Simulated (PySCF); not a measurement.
# Löwdin shares of the frontier orbitals

Species: C₅H₆P₂S.
Structure used (GFN2-xTB), in Å, numbered top down from 1:
```
atom  x, y, z in Å
C1     2.968    0.101    0.317
S2     2.012   -0.171    1.839
C3     0.365   -0.110    1.098
P4    -0.250   -1.666    0.632
C5    -1.805   -1.260   -0.025
C6    -2.395   -0.016   -0.130
C7    -1.850    1.190    0.265
P8    -0.305    1.490    0.995
H9     2.764   -0.705   -0.384
H10    4.015    0.098    0.602
H11    2.695    1.062   -0.113
H12   -2.373   -2.110   -0.384
H13   -3.388    0.018   -0.567
H14   -2.453    2.079    0.114
```

Theory: TDDFT wB97X-D/def2-SVPD, vertical, gas phase, core orbitals frozen in the response (PySCF 2.14.0, density-fitted response routines). GFN2-xTB frequencies show an imaginary mode (47i cm⁻¹), so this geometry is no minimum at that level.

Frontier orbitals with the atoms that hold most of them (Löwdin shares over 4%, at most four atoms; ? is withheld):

```tsv
orbital	ε (eV)	atoms
LUMO+2	2.05	S2 37%, C7 8%, C5 8%, C6 8%
LUMO+1	-0.45	C3 24%, P4 20%, P8 17%, C6 12%
LUMO	?	?
HOMO	-8.42	?
HOMO-1	-9.16	C7 22%, C5 21%, P4 19%, P8 18%
HOMO-2	-9.44	C3 28%, P4 14%, P8 13%, S2 12%
HOMO-3	-9.50	P4 34%, P8 33%, C3 11%, C5 6%
```

Question: Give the leading atoms of the HOMO.

Answer: S2 (bonded to 2 C) 67%; C1 (bonded to S and 3 H) 10%; C3 (bonded to 2 P and S) 9%. By element: sulfur 67%, carbon 19% or more.

Question: Give the leading atoms of the LUMO.

Answer: P8 (bonded to 2 C) 22%; P4 (bonded to 2 C) 19%; C5 (bonded to C, P and H) 18%; C7 (bonded to C, P and H) 18%. By element: phosphorus 41%, carbon 36% or more.

Question: What is the LUMO energy, and the HOMO–LUMO gap?

Answer: ε(LUMO) = -0.57 eV; the gap is 7.85 eV (0.2884 hartree).

Question: The HOMO–LUMO gap is 7.85 eV. Where does the response calculation put the lowest singlet, and from which orbitals?

Answer: S1 is at 3.64 eV (f = 0.0003), 4.21 eV below the gap, made of HOMO→LUMO+1 (95%). Its leading pair isn't HOMO and LUMO; the energies of that pair differ by 7.97 eV. Without the coupling terms of the response equations the lowest excitation would equal the gap.

Question: Give energy, strength and leading configuration of S1 and S2, and follow the Löwdin shares of the leading atoms from the occupied to the empty orbital.

Answer: 
- S1 (3.64 eV, f 0.0003), HOMO→LUMO+1 (95%): S2 67% → at most 13%, C1 10% → at most 13%, C3 9% → 24%, P4 at most 4% → 20%
- S2 (3.92 eV, f 0.0045), HOMO→LUMO (91%): S2 67% → at most 18%, C1 10% → at most 18%, P8 at most 4% → 22%, P4 at most 4% → 19%

Löwdin shares depend on the basis, the more so with diffuse functions.

One conformer stands for the species.
